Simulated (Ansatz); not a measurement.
Reaction (ligand exchange at a Ga–O bond): `C[O][Ga]([OH])[OH]` + H₂Se → `[OH][Ga]([OH])[SeH]` + CH₃OH

Computed with Ansatz on PBE0-D4/def2-TZVP structures; ΔE is electronic, products minus reactants. CCSD(T)/CBS adds triple-zeta CCSD(T) − MP2 to the extrapolated MP2 energy (def2 sets, frozen cores). This one scheme is used for every species. DFT in def2-TZVPP. For Ga, Se outer-core shells are correlated without core-valence functions, which leaves a few kJ/mol of doubt a bond. Scalar relativity is left out up to krypton. Each species was taken in one conformer, which may not be the lowest.

| species | PBE-D4 energy (Eh) |
| --- | --- |
| `C[O][Ga]([OH])[OH]` | -2191.25883 |
| H₂Se | -2402.38459 |
| `[OH][Ga]([OH])[SeH]` | -4478.03176 |
| CH₃OH | -115.63347 |

Work out ΔE.

ΔE = (-4478.03176) + (-115.63347) − (-2191.25883) − (-2402.38459) = -0.02181 Eh = -57.3 kJ/mol. CCSD(T)/CBS gives -51.8 kJ/mol.

Largest T1 diagnostic among the species: 0.014.
